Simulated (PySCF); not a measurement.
**Working out the excitation energy of P**

P [Ne] 3s2 3p3 (4S) → P [Ne] 3s1 3p3 4s1 (6S). All numbers are calculated (PySCF 2.14, the spin-free X2C one-electron Hamiltonian (Gaussian nucleus), in aug-cc-pVDZ-DK). Frozen: [Ne]. Energies in hartree (1 hartree = 27.21139 eV):

| part | P (lower) | P (upper) |
| --- | --- | --- |
| UHF | -341.524308 | -341.125044 |
| MP2 opposite-spin | -0.048010 | 0.000000 |
| MP2 same-spin | -0.018872 | -0.025347 |

Q: What does Hartree-Fock give?

A: (-341.125044) − (-341.524308) = 0.399264 hartree = 10.865 eV.

Q: What do MP2 and SCS-MP2 (6/5 opposite-spin, 1/3 same-spin) give?

A: The opposite-spin parts differ by 1.306 eV and the same-spin parts by -0.176 eV. MP2: 10.865 + (1.306) + (-0.176) = 11.995 eV. SCS-MP2: 10.865 + 1.2 × (1.306) + (-0.176)/3 = 12.374 eV.

The upper state lies above the first ionisation limit, but in LS coupling its spin forbids autoionisation to the ground ion. A Rydberg-like electron needs more diffuse functions than a valence basis has.

A double-zeta basis recovers only part of the correlation energy.
